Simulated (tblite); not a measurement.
C₃H₁₄GeSSi₂.
Cartesian coordinates in Å at the GFN2-xTB level; atoms count from 1:
```xyz
21
C3H14GeSSi2 angstrom
C     -3.5966   -0.8301    0.2181
C     -2.2216   -1.2905   -0.2443
Si    -0.8324   -0.1801    0.4168
C     -1.0481    1.6290   -0.1210
S      0.9960   -1.0163   -0.3777
Ge     2.4732    0.5333    0.2305
Si     4.6728   -0.2777    0.0416
H     -4.3735   -1.5014   -0.1434
H     -3.6474   -0.8057    1.3039
H     -3.8133    0.1687   -0.1525
H     -2.0542   -2.3153    0.0883
H     -2.1965   -1.3147   -1.3348
H     -0.7282   -0.2649    1.8814
H     -1.0140    1.7271   -1.2035
H     -1.9970    2.0290    0.2225
H     -0.2555    2.2483    0.2926
H      2.0408    1.0081    1.6185
H      2.1576    1.7777   -0.5981
H      4.6888   -1.7380    0.0479
H      5.2720    0.2138   -1.1997
H      5.4681    0.2167    1.1674
```

Computed values, GFN2-xTB/tblite, gas phase, harmonic and unscaled. Against measured fundamentals such values can be off by several per cent, at times by over 20. Modes of hydrogen on germanium and silicon can be 10 to 20 % off. One conformer, not necessarily the lowest. The optimisation stopped once no atom felt more than 0.01 eV/Å.

Lowest wavenumbers of the output (negative numbers stand for imaginary wavenumbers):
```
mode    cm-1
  1     -32.5
  2      27.7
  3      32.9
  4      51.5
  5      56.0
  6      93.7
  7     114.3
  8     127.9
  9     170.5
 10     179.8
 11     245.3
 12     279.2
 13     316.8
 14     344.0
 15     391.3
```

Task: Is this structure a minimum?

Result: Not by this Hessian. 1 mode is imaginary beyond 20i (32i cm⁻¹), so at this level the point lies at or near a first-order saddle. The curvature is small, so loose convergence or finite differences may be the whole cause.

Task: Which atoms move in the imaginary mode?

Result: 32i: H20 (Si–H hydrogen) 33 %, H21 (Si–H hydrogen) 33 %, H19 (Si–H hydrogen) 32 %. These are shares of the mass-weighted motion.

Task: What is the remedy?

Result: Step along that mode in both directions, optimise again with tighter thresholds and repeat the frequencies. The zero-point energy of this point (94.2 kcal/mol) counts the 56 real modes alone, and thermal corrections from it aren't those of a minimum.

On an AMD EPYC 7R43 with one thread, no GPU, shared host with 256 logical CPUs at a one-minute load of 87, this took 3.2 s. This covers the Hessian and the dipole derivatives.
